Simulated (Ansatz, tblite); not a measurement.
Removing and adding an electron: Ge₂₄H₃₀, a nanocrystal cut from hexagonal germanium. Charge 0, multiplicity 1. Geometry: PBE-D4/def2-SVP. Ansatz, gas phase; energy differences of separate SCF runs; the oxidised species was run as a doublet alone; the reduced species was run as a doublet alone.

```xyz
54

Ge    4.422   -0.451   -1.218
Ge    5.055   -0.987    1.095
Ge    1.382    0.498   -3.716
Ge   -0.217   -1.161   -4.544
Ge    2.013   -0.043   -1.395
Ge    0.810   -2.038   -0.623
Ge    3.065   -0.952    2.521
Ge    1.432   -2.584    1.700
Ge   -2.216   -1.113   -3.132
Ge   -1.607   -1.661   -0.807
Ge   -2.788   -3.670   -0.048
Ge   -0.572   -2.578    3.111
Ge   -2.177   -4.223    2.268
Ge    0.381    2.731   -3.800
Ge    1.401    1.797    0.108
Ge    2.024    1.265    2.435
Ge   -1.622    2.758   -2.393
Ge   -3.236    1.111   -3.215
Ge   -1.007    2.232   -0.065
Ge   -2.165    0.203    0.686
Ge    0.030    1.332    3.857
Ge   -1.555   -0.336    3.015
Ge   -1.596    4.080    1.432
Ge   -0.982    3.559    3.754
H     4.813   -1.628   -2.160
H     5.193    0.814   -1.699
H     5.718   -2.395    1.149
H     6.095    0.049    1.613
H     2.670    0.469   -4.597
H     0.427   -2.578   -4.493
H    -0.593   -0.858   -6.025
H     1.200   -3.243   -1.537
H     3.432   -1.291    4.000
H     2.071   -4.010    1.714
H    -3.240   -2.178   -3.639
H    -2.433   -4.859   -0.988
H    -4.323   -3.430   -0.148
H    -0.165   -2.899    4.584
H    -1.551   -5.648    2.323
H    -3.451   -4.227    3.164
H     0.019    3.107   -5.267
H     1.403    3.781   -3.275
H     2.176    3.081   -0.330
H     3.048    2.337    2.926
H    -2.265    4.181   -2.425
H    -3.667    1.456   -4.672
H    -4.510    1.135   -2.320
H    -3.705    0.454    0.622
H     0.430    0.968    5.322
H    -2.854   -0.302    3.882
H    -0.861    5.372    0.967
H    -3.127    4.348    1.336
H     0.023    4.622    4.286
H    -2.249    3.606    4.658
```

The xTB rows come from tblite. Single mean-field runs in def2-SVP are fitted with def2-universal-jkfit.

```csv
level,−HOMO (eV),vertical IE (eV),−LUMO (eV),vertical EA (eV),HOMO–LUMO gap (eV),IE − EA (eV)
GFN1-xTB,11.74,12.83,9.08,7.85,2.66,4.98
GFN2-xTB,9.86,11.12,6.32,5.03,3.54,6.09
```

Estimate the rows for PBE-D4/def2-SVP, PBE0-D4/def2-SVP.


| level | −HOMO (eV) | vertical IE (eV) | −LUMO (eV) | vertical EA (eV) | HOMO–LUMO gap (eV) | IE − EA (eV) | remarks |
| --- | --- | --- | --- | --- | --- | --- | --- |
| PBE-D4/def2-SVP | 5.79 | – | 2.18 | 0.97 | 3.61 | – | HOMO above zero (-1 doublet) |
| PBE0-D4/def2-SVP | 6.70 | 7.68 | 1.52 | 0.72 | 5.18 | 6.96 | HOMO above zero (-1 doublet) |

Run but left out: PBE-D4/def2-SVP (charge +1 doublet: an occupied level 0.06 eV above an empty one).   A HOMO above zero means that the electron is unbound at that level or that self-interaction error raises the level; the energy of removing that electron tells which. Raw xTB energy differences between charge states are shifted by several eV; the methods need an empirical correction for them. Sets without diffuse functions give affinities that are too small.
